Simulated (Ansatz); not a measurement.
A nudged elastic band was laid between two geometries of BH6NOSi (10 atoms, charge 0, multiplicity 1).

Theory: RKS PBE0/cc-pVDZ (Ansatz 0.2.0).

```
movable images  : 5
climbing image  : yes
spring          : 5.0 eV/Å²
optimiser       : quadratic models (default)
start path      : through a guess of the saddle point
force threshold : 0.03 eV/Å
iteration limit : 60
end points      : relaxed
```

First end point:

```xyz
10
Properties=species:S:1:pos:R:3
N -0.304 1.556 -0.603
B 0.379 0.354 -0.376
O 1.617 0.212 -0.968
Si -0.478 -1.085 0.789
H 0.086 2.296 -1.176
H -1.213 1.760 -0.217
H 2.026 -0.635 -0.767
H -0.694 -2.363 0.023
H -1.813 -0.655 1.331
H 0.393 -1.441 1.964
```

Last end point:

```xyz
10
Properties=species:S:1:pos:R:3
N -0.395 1.328 -0.979
B 0.402 0.414 -0.277
O 1.768 0.591 -0.341
Si -0.483 -1.097 0.769
H 0.007 2.090 -1.513
H -1.403 1.289 -0.998
H 2.250 -0.070 0.162
H -1.984 -1.050 0.672
H -0.122 -1.046 2.230
H -0.040 -2.449 0.275
```

**Question.** Which bonds break or form, and what moves?

**Answer.** No bond is made or broken. The dihedral N1–B2–Si4–H9 goes from -1 to -121°. The two ends are copies of one structure, up to a mirror image or an exchange of like atoms.

**Question.** Give the energies along the band, and the barrier.

**Answer.** The forces met the threshold. The highest image is number 3 of 0 to 6, 0.015 eV above the ends, which have the same energy within 2 meV. A vibrational analysis at the climbing image gives one clearly imaginary mode, 42i cm⁻¹: a first-order saddle point.

```json
{"image": "0", "path coordinate (Å)": "0.00", "energy (eV)": "0.000", "dihedral N1–B2–Si4–H9 (°)": "-1"}
{"image": "1", "path coordinate (Å)": "0.73", "energy (eV)": "0.004", "dihedral N1–B2–Si4–H9 (°)": "-23"}
{"image": "2", "path coordinate (Å)": "1.45", "energy (eV)": "0.012", "dihedral N1–B2–Si4–H9 (°)": "-44"}
{"image": "3", "path coordinate (Å)": "2.18", "energy (eV)": "0.015", "dihedral N1–B2–Si4–H9 (°)": "-65"}
{"image": "4", "path coordinate (Å)": "2.83", "energy (eV)": "0.009", "dihedral N1–B2–Si4–H9 (°)": "-83"}
{"image": "5", "path coordinate (Å)": "3.47", "energy (eV)": "0.003", "dihedral N1–B2–Si4–H9 (°)": "-102"}
{"image": "6", "path coordinate (Å)": "4.12", "energy (eV)": "0.000", "dihedral N1–B2–Si4–H9 (°)": "-121"}
```

**Question.** What is the geometry of the highest image?

**Answer.** 
```xyz
10
Properties=species:S:1:pos:R:3
N -0.383 1.442 -0.828
B 0.390 0.388 -0.323
O 1.740 0.411 -0.601
Si -0.476 -1.097 0.780
H 0.028 2.193 -1.371
H -1.378 1.527 -0.689
H 2.202 -0.344 -0.226
H -1.611 -1.766 0.053
H -1.040 -0.586 2.079
H 0.526 -2.168 1.125
```

Time of the run: 2.5 min on 1 thread of Arm Neoverse V1 (shared host), peak memory 0.17 GiB.
